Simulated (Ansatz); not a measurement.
# Worked example: C4H7F + C4H4F2 → C4H8 + C4H3F3

Species: C4H7F `C/C=C(/C)F`, singlet; C4H4F2 `FC1(F)C=CC1`, singlet; C4H8 `C/C=C/C`, singlet; C4H3F3 `FC1C=CC1(F)F`, singlet. The partners trade F for H; both sit on C, so the bond types are kept.

Shapes, held fixed at every level: PBE0-D4/def2-TZVP. Programs: Ansatz 0.2.0. The zero-point and thermal change to 298 K, harmonic and unscaled (PBE0-D4/def2-TZVP), is 0.0 kJ/mol.

At CCSD(T)/CBS estimate; 1 Eh = 2625.50 kJ/mol:

| species | energy (Eh) |
| --- | --- |
| C4H7F | -256.198787 |
| C4H4F2 | -354.141754 |
| C4H8 | -157.010413 |
| C4H3F3 | -453.322298 |

Q: Work out ΔH(298 K) of the reaction at this level.

A: 
1. Products less reactants: (-157.010413) + (-453.322298) − [(-256.198787) + (-354.141754)] = 0.007830 Eh = +20.6 kJ/mol.
2. With the thermal change: +20.6 + (0.0) = +20.6 kJ/mol.

Other levels give +16.4 (HF/def2-TZVPP) to +24.9 kJ/mol (r2SCAN-D4/def2-TZVPP). No measured value is set beside it here. The CBS estimate extrapolates MP2 from def2-TZVPP and def2-QZVPP and adds CCSD(T) − MP2 in the triple-zeta set, cores frozen.
